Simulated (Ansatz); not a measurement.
Gas-phase reaction in SMILES: Br (HBr) -> Br (HBr) as doublet, charge +1 + e-

Wanted: adiabatic ionisation energy (0 K, with zero-point energies), in eV. Terms: non-relativistic; 6-31G* and kin with 6d, 5d where marked; UHF or UKS for open shells; no spin-orbit coupling. Ab initio and DFT rows: single points at B3LYP-D3(BJ) geometries (Ansatz, a first-principles code), with unscaled harmonic terms from B3LYP/6-31G* (LANL2DZ past Ar) at its own minima. The spin state of an ion or metal species was assumed, not searched.

| species | coefficient | E at HF/6-31G* (Ansatz), Eh | E at B3LYP/def2-TZVPD (Ansatz), Eh | zero-point energy, kcal/mol |
|---|---|---|---|---|
| Br (HBr) | -1 | -2572.68432 | -2574.78991 | 3.42 |
| Br (HBr) as doublet, charge +1 | +1 | -2572.29062 | -2574.35661 | 3.16 |

 1 Eh = 27.2114 eV and 1 eV = 23.0605 kcal/mol.

### Question
Compute it at each level from the table.

### Answer

- HF/6-31G*: the sum of coefficient times E is 0.39370 Eh, or 10.713 eV; the thermal terms add -0.011. Result: 10.70 eV.
- B3LYP/def2-TZVPD: the sum of coefficient times E is 0.43330 Eh, or 11.791 eV; the thermal terms add -0.011. Result: 11.78 eV.
